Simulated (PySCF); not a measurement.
Si(Cl)2(F)(SiH3) (Cl2FH3Si2), SMILES F[Si](Cl)(Cl)[SiH3]. The structure is a stationary point at r2SCAN-D4/def2-SVP. The structure was generated by enumeration, and PubChem lists no compound with its InChIKey, so it may never have been made.

Level of theory: r2SCAN-D4/def2-SVP in PySCF 2.14.0.

Harmonic wavenumbers (cm⁻¹): 97, 115, 115, 184, 239, 242, 396, 508, 513, 586, 617, 853, 904, 924, 928, 2227, 2243, 2244. Rotational constants (GHz): 1.730, 1.583, 1.170; symmetry number 1.

Problem. Work out the zero-point energy and the ideal-gas rigid-rotor harmonic-oscillator thermochemistry at 298.15 K and 1 atm.

Solution. ZPE = ½ Σ hcν = ½ × 13934 cm⁻¹ = 19.92 kcal/mol. H − E(el) = 25.44 kcal/mol. Entropy in cal/(mol K): translation 40.91, rotation 29.00, vibration 19.48, total 89.38. G − E(el) = -1.21 kcal/mol. Cp = 27.19 cal/(mol K). Modes under 150 cm⁻¹ make the vibrational entropy uncertain.
